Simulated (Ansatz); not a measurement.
Energy needed to pull apart H₂Se₂O (SMILES O[Se][SeH]), closed shell, into free ground-state atoms, from the structure below (displaced at random from a GFN2-xTB minimum); no zero-point or spin–orbit terms; open-shell atoms are treated unrestricted, in their ground-state multiplicity.

| atom | x (Å) | y (Å) | z (Å) |
| --- | --- | --- | --- |
| O1 | -1.2909 | 0.0034 | -0.8113 |
| Se2 | -0.3264 | -1.0212 | 0.3323 |
| Se3 | 1.3334 | 0.3901 | 0.9685 |
| H4 | -1.9785 | 0.4486 | -0.3476 |
| H5 | 2.2613 | 0.1890 | -0.1527 |

Computed with Ansatz 0.2.0 (basis: def2-TZVPP); correlated methods freeze the cores. Filled d shells of the heavier atoms are correlated. The def2 sets are not built for correlating such inner shells, so the correlated values are less sure here.

| method | atomization energy (eV) |
| --- | --- |
| PBE-D4 | 14.17 |
| r2SCAN-D4 | 13.64 |
| PBE0-D4 | ? |
| HSE06-D4 | ? |
| BHLYP-D4 | 12.49 |
| wB97M-V | 13.37 |
| HF | 7.33 |
| MP2 | 13.29 |
| CCSD | 12.53 |
| CCSD(T) | 12.96 |

(1) What does HSE06-D4 give? (To be estimated.)

(2) What does PBE0-D4 give? (To be estimated.)

T1 diagnostic: at most 0.012.

Answers

(1) The calculation gives: 13.43 eV, which is about 0.47 eV more than CCSD(T)/def2-TZVPP.

(2) By the calculation: 13.42 eV, which is about 0.46 eV more than CCSD(T)/def2-TZVPP.

In triple zeta the MP2 and coupled-cluster atomization energies are still short of their basis limit by a few kcal/mol a bond, whereas those of the functionals are nearly converged, so these differences are not deviations from converged CCSD(T).

For scale, one of the runs: CCSD(T)/def2-TZVPP forces, 155 basis functions (an equivalent command: `ansatz run in.yaml --threads 4`). Hardware: 4 CPU threads, shared host. Wall time 3.3 min; peak host memory 1.9 GiB.
